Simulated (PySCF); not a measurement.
C3H7BFNO, SMILES C/C=C/OB(N)F. Heavy atoms are numbered as in [CH3:1]/[CH:2]=[CH:3]/[O:4][B:5]([NH2:6])[F:7]. Hydrogens are named by the atom that carries them.

Geometry optimised at r2SCAN-D4/def2-SVP. The structure was generated by enumeration; whether it is a known compound was not checked. Other conformers were not sampled.

Computed with PBE/pcSseg-1 (PySCF).

GIAO shieldings, no solvent; atoms alike by connectivity are averaged. δ = σ(ref) − σ: ¹³C against TMS (σ = 182.0 ppm); ¹⁷O against H2O (σ = 334.3 ppm); ¹¹B against BF3 (σ = 83.9 ppm); ¹⁵N against NH3 (σ = 267.0 ppm); ¹⁹F against CFCl3 (σ = 133.6 ppm); ¹H against TMS (σ = 31.49 ppm), references at their B3LYP-D3(BJ)/def2-TZVP geometries, non-relativistic.

```
nucleus     atoms  count  δ (ppm)
-------  --------  -----  -------
¹³C       C3 (CH)      1    146.7
¹³C       C2 (CH)      1    112.2
¹³C      C1 (CH3)      1     18.0
¹⁷O            O4      1    172.0
¹¹B            B5      1      6.1
¹⁵N      N6 (NH2)      1     57.3
¹⁹F            F7      1   -171.9
¹H        H on C3      1     7.18
¹H        H on C2      1     5.55
¹H        H on N6      2     2.26
¹H        H on C1      3     2.00
```
